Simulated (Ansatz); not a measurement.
Cost and result for the atomization energy of `[BH]1[Se][SnH2]1` (6 atoms, 6 bonds).

Total charge 0; spin multiplicity 1. Correlated methods include outer-core shells of Se, Sn, which these sets cover unevenly. Scalar relativity is left out up to krypton. Sn: def2 effective core potential. All single points use the PBE0-D4/def2-TZVP geometry. Program: Ansatz. All runs use 2 threads of an Arm Neoverse V2 on a shared host. Times are those of one run each, without the atoms' runs, and a repeat can differ threefold. Electronic energies, without spin–orbit coupling; frozen cores. CCSD(T)/CBS adds CCSD(T) − MP2 in def2-TZVPP to the MP2 limit, and its time is that of the two runs behind it. T1 = 0.016. With those shells the extrapolation isn't a true limit. HSE06 is the plane-wave form, built on full-range PBE exchange.

CCSD(T)/CBS is a level of theory with its own doubt, some kJ/mol a heavy atom from the limit and from the frozen cores, so smaller differences don't rank the functionals.

```
                             level  functions  wall time  atomization (kcal/mol)  difference from CCSD(T)/CBS  per bond
            LDA (SPW92)/def2-TZVPP        171      1.2 s                   447.8                         59.0       9.8
              revPBE-D4/def2-TZVPP        171      2.1 s                   380.2                         -8.6      -1.4
                BLYP-D4/def2-TZVPP        171      2.4 s                   380.9                         -7.9      -1.3
                PBE0-D4/def2-TZVPP        171        3 s                   384.8                         -4.0      -0.7
               BHLYP-D4/def2-TZVPP        171      3.2 s                   371.6                        -17.2      -2.9
               HSE06-D4/def2-TZVPP        171      3.3 s                   384.8                         -4.0      -0.7
           CAM-B3LYP-D4/def2-TZVPP        171      3.6 s                   380.2                         -8.6      -1.4
                  CCSD(T)/def2-SVP         87      4.8 s                   356.8                        -32.0      -5.3
r2SCAN-D4/def2-TZVPP (with forces)        171      5.5 s                   389.9                          1.1       0.2
                ωB97X-V/def2-TZVPP        171      9.5 s                   385.5                         -3.3      -0.5
                    MP2/def2-QZVPP        318       16 s                   384.9                         -3.9      -0.7
                CCSD(T)/def2-TZVPP        171       78 s                   375.9                        -12.9      -2.1
                 CCSD(T)/CBS(def2)          –       94 s                   388.8                          0.0       0.0
```

At CCSD(T), def2-SVP lies −32.0 kcal/mol from the extrapolated value and def2-TZVPP −12.9 kcal/mol: correlation converges slowly with the basis, and small sets miss more of it in the bonded molecule than in its fragments. The D4 term adds +5.6 kcal/mol with B3LYP and +2.9 kcal/mol with PBE0; it sums over pairs of atoms, weighted by their polarisabilities, and B3LYP, whose exchange is more repulsive, gets the larger term. Leaving LDA and LC-ωPBE aside and taking each functional with its dispersion term where it has one, the values, not all of them listed here, spread over 21.8 kcal/mol, from BHLYP-D4 to B97M-V. LDA lies +59.6 kcal/mol from PBE without D4, its usual overbinding.

B3LYP here is the variant with VWN-RPA as its local correlation; programs differ in this.

Spin–orbit coupling would lower the free Sn atoms strongly, and the atomization energy with them, by more than many differences here. For some Ge, Se and Sn compounds the MP2-based and the directly extrapolated limit differ by 10 to 25 kJ/mol.
